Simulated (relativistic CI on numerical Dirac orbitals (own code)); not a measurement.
# Rh⁸⁺: q coefficients and field-shift factors

Computed by Dirac-Coulomb-Breit CI, separate exchange-only KLI orbitals for each configuration, derivatives by finite differences, unscaled Slater integrals, QED left out (own radial code, finite nucleus).

CI space (outside the closed core [Ar] 3d10): 4s2 4p6 4d, 4s2 4p6 4f, 4s2 4p5 4d2, 4s2 4p6 5s, 4s2 4p6 5p, 4s 4p6 4d2, 4s2 4p5 4d 4f. Double excitations out of closed p, d and f shells are left out; levels of such configurations are missing from the list, as are those of other unlisted configurations, and high levels can miss mixing partners.

With x = (α/α₀)² − 1 an excitation energy changes as ω = ω₀ + qx; K = 2q/ω₀ is the relative enhancement. Terms are leading LS components, so labels can repeat. The field-shift factor is F = δν/δ⟨r²⟩ for the transition from the lowest level.

Lowest level 4s2 4p6 4d 2D_3/2.

| Level | ω₀ (cm⁻¹) | q (cm⁻¹) | F (GHz/fm²) |
| --- | --- | --- | --- |
| 4s2 4p6 4d 2D_5/2 | 5281 | 5177 | 0.0545 |
| 4s2 4p6 5s 2S_1/2 | 293224 | -20290 | 15.7 |
| 4s2 4p5 4d2 4D°_1/2 | 377309 | 7331 | 1.21 |
| 4s2 4p5 4d2 4D°_3/2 | 379137 | 8526 | 1.22 |
| 4s2 4p5 4d2 4D°_5/2 | 382247 | 10800 | 1.25 |
| 4s2 4p6 5p 2P°_1/2 | 383340 | -16460 | 2.82 |
| 4s2 4p5 4d2 4D°_7/2 | 387179 | 14460 | 1.25 |
| 4s2 4p6 5p 2P°_3/2 | 393232 | -5887 | 2.66 |
| 4s2 4p5 4d2 2F°_5/2 | 395468 | 4634 | 1.53 |
| 4s2 4p5 4d2 4G°_11/2 | 397727 | 11390 | 1.38 |
| 4s2 4p5 4d2 4G°_9/2 | 398059 | 9158 | 1.33 |
| 4s2 4p5 4d2 2F°_7/2 | 398386 | 7269 | 1.43 |
| 4s2 4p5 4d2 4P°_5/2 | 399977 | 10850 | 1.33 |

At this charge configurations can still be misplaced by up to about 7 % of their energy.

(1) Which transition from the lowest level has the largest |K|?

Answers

(1) 4s2 4p6 4d 2D_5/2 at 5281 cm⁻¹, K = 1.96.
